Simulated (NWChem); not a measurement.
Basis-set convergence for F2Sn

```xyz
3

Sn     0.0000     0.0000    -0.3472
F      1.4752     0.0000     0.9644
F     -1.4752     0.0000     0.9644
```
Charge 0, spin multiplicity 1.

Everything below was run with NWChem. Structure: optimised with PBE/def2-SVP with def2 effective core potentials on Sn, a minimum by its harmonic frequencies.

Quantity: LUMO energy at the level B3LYP.

Effective core potentials replace the inner electrons of Sn; spin-orbit coupling is left out. B3LYP has NWChem's definition, with VWN1-RPA local correlation. The structure started from a generated list of species.

```csv
basis,functions,LUMO energy (eV)
def2-SVP,54,(withheld)
def2-SVPD,78,-3.30
def2-TZVPP,112,-3.19
def2-TZVP,112,-3.19
def2-TZVPD,136,(withheld)
def2-QZVP,196,(withheld)
```

Problem. Fill in the missing entries.

Solution. 
- def2-SVP, LUMO energy (eV): -2.95
- def2-TZVPD, LUMO energy (eV): -3.26
- def2-QZVP, LUMO energy (eV): -3.23
